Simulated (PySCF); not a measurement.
NMR data simulated for an unnamed compound:

1H NMR (600 MHz, computed): δ 4.07 (s, 1H), 2.33 (s, 3H).

13C{1H} NMR (computed): δ 155.7 (C), 144.8 (C), 121.1 (C), 112.4 (CH), 77.9 (C), 18.4 (CH3).

How the numbers were obtained: GIAO PBE0/pcSseg-1 shieldings, GFN2-xTB structure, in PySCF (no solvent, averaged over atoms made equivalent by symmetry, fast rotation or ring inversion, one computed conformer, relativity neglected).

Shifts are taken against calculated references (same method and geometry level): 1H (31.72 ppm), 13C (186.93 ppm) vs TMS.

Question: Which of these does the molecule contain: a C≡C triple bond, a non-aromatic C=C double bond, a nitrile, an aldehyde, a CF3 group?

Answer: 
- A C≡C triple bond: yes (δC 112.4, 77.9; δH 4.07 (s)).
- A non-aromatic C=C double bond: yes.
- A nitrile: no.
- An aldehyde: no.
- A CF3 group: no.

The data belong to SMILES C#C/C(F)=C(/C)C(Cl)(Cl)Cl, C6H4Cl3F; they needn't prove each group on their own.

Carbon signals by region: 4 in the sp2 and nitrile region (100–160 ppm), 1 at 50–100 ppm, 1 below 50 ppm.

Carbons that carry Cl, above all several Cl atoms, come out too deshielded, partly because spin–orbit coupling is missing. Splittings by 19F in the carbon and heteronuclear signals aren't shown, as no couplings were computed. Shifts are as computed. Against solution values, carbons near 30 ppm lie about +3 ppm off and those near 130 ppm about +5 ppm; carbons on Cl a further +6 ppm. Of 1211 compounds with measured shifts, 218 miss one by over three times the rms of a fit or turn the order of signals round; such compounds aren't used in these exercises. No couplings were computed; multiplicities are counted from neighbouring protons, with m where these are inequivalent, close in shift, in a saturated or five-membered ring or joined by F or P, and br s for small geminal =CH2 splittings.
